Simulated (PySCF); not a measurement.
## Working out the ionisation energy of Nb

Nb [Kr] 4d4 5s1 (6D) → Nb⁺ [Kr] 4d4 (5D). Computed with PySCF 2.14 in def2-QZVPPD with the def2 core potential (28 electrons) (7s5p4d3f2g, 81 functions), with a scalar-relativistic core potential. Frozen: nothing. Energies in hartree (1 hartree = 27.21139 eV):

```
            part  Nb (lower)  Nb⁺ (upper)
             UHF  -56.330292   -56.109340
CCSD correlation   -0.357444    -0.331281
             (T)   -0.011676    -0.009074
```

Question: What does Hartree-Fock give?

Answer: (-56.109340) − (-56.330292) = 0.220952 hartree = 6.012 eV.

Question: What do CCSD and CCSD(T) give?

Answer: The CCSD correlation energies differ by 0.026163 hartree = 0.712 eV and the triples by 0.002602 hartree = 0.071 eV, so CCSD gives 6.724 eV and CCSD(T) 6.795 eV.

Measured between the centres of the two terms (NIST): 6.776 eV, so CCSD(T) (valence and next inner shell) is off by 0.019 eV.

What remains against the reference includes basis incompleteness and higher excitations.
